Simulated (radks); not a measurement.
Values are calculated unless marked as measured or tabulated.
Kinetic energies: the exact non-interacting value of the Kohn-Sham orbitals and orbital-free approximations, as 100 (|E| - |E exact|)/|E exact|, negative where the magnitude is too small. Species: Cu [Ar] 3d10 4s1; Li+ [He]; C3+ [He] 2s1. Code: a radial shooting solver on a logarithmic mesh with Libxc functionals. Model: non-relativistic Kohn-Sham, PBE, spin-polarised, spherical densities, point nucleus. Every spin shell is full or empty, so the densities are truly spherical. Functionals are evaluated on that one density, not self-consistently.

functional,Cu,Li+,C3+
exact (hartree),1639.11,7.21521,34.6755
Thomas-Fermi,-6.45,-9.95,-9.94
von Weizsacker,-50.06,0.00,-5.49
TF + vW,+43.48,+90.05,+84.56
TF + vW/9,-0.91,+1.16,+0.56
TF + vW/5,+3.53,+10.05,+8.96
LC94,-0.14,+0.77,+0.37
APBEK,-0.05,+0.68,+0.32
revAPBEK,+0.20,+1.56,+1.15
Perdew 92,-0.89,+1.18,+0.58
Thakkar,-0.57,+1.04,+0.58
Pearson,-1.34,-3.73,-3.95
LKT,+23.64,+60.45,+55.87
PG1,+18.73,+52.90,+48.54
DePristo-Kress,-0.22,+1.07,-0.11
Ernzerhof,-0.51,+4.65,+3.34
